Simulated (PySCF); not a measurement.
Compound: C8H8S.
Structure used (PBE0-D3(BJ)/def2-SVP), in Å, numbered top down from 1:
```
atom  x, y, z in Å
C1     2.8333    1.3489    0.1551
C2     2.1689    0.2342   -0.1743
C3     0.7467   -0.0511    0.0378
C4     0.2149   -1.2708   -0.4065
C5    -1.1264   -1.5892   -0.2333
C6    -1.9892   -0.6866    0.3992
S7    -3.6803   -1.1486    0.5892
C8    -1.4727    0.5363    0.8509
C9    -0.1316    0.8426    0.6716
H10    3.9005    1.4474   -0.0547
H11    2.3489    2.2004    0.6409
H12    2.7272   -0.5732   -0.6620
H13    0.8729   -1.9891   -0.9031
H14   -1.5082   -2.5479   -0.5925
H15   -4.0816   -0.0227    1.2142
H16   -2.1269    1.2560    1.3491
H17    0.2393    1.8026    1.0371
```

Computed with PySCF at CAM-B3LYP/def2-SVPD, non-relativistic, on one gas-phase PBE0-D3(BJ)/def2-SVP geometry that isn't relaxed in the solvent. The solvent is an IEF-PCM continuum (van der Waals radii × 1.2), and excitations are vertical TDDFT with non-equilibrium linear response and a frozen core. The model holds no explicit solvent molecules, cavitation or dispersion.

| run | E − E(gas) (kcal/mol) | HOMO (eV) | HOMO–LUMO gap (eV) | dipole (D) | lowest singlet (eV) | static polarisability (au) |
| --- | --- | --- | --- | --- | --- | --- |
| gas | 0.00 | -7.26 | 7.05 | 0.92 | 4.58 | 123.9 |
| P | -5.31 | -7.26 | 7.08 | 1.34 | 4.50 | 178.2 |
| Q | -1.89 | -7.24 | 7.06 | 1.06 | 4.49 | 142.6 |

Problem. The runs were made in cyclohexane and dimethylsulfoxide. Which run belongs to which solvent?

Solution. P = dimethylsulfoxide, Q = cyclohexane. The dielectric constants are 2.017 (cyclohexane), 46.83 (dimethylsulfoxide), and the energy falls further as ε rises. The optical constants n² used for the excitations are 2.04, 2.19 in the same order. In this model the ground state sees the solvent through ε alone.

Problem. How constant is the ratio of the lowering to (ε − 1)/(2ε + 1)?

Solution. 
```json
{"solvent": "cyclohexane", "(ε − 1)/(2ε + 1)": "0.202", "E − E(gas) (kcal/mol)": "-1.89", "ratio (kcal/mol)": "-9.3", "polarisation term (kcal/mol)": "-1.99"}
{"solvent": "dimethylsulfoxide", "(ε − 1)/(2ε + 1)": "0.484", "E − E(gas) (kcal/mol)": "-5.31", "ratio (kcal/mol)": "-11.0", "polarisation term (kcal/mol)": "-6.18"}
```

The ratio changes by +17.4 % in size from cyclohexane to dimethylsulfoxide. The polarisation term is half the interaction of the solute with the induced surface charges.

Rough CPU time on one thread of a shared machine: about 2.1 min. This is the whole response run at CAM-B3LYP/def2-SVPD in dimethylsulfoxide, SCF included.
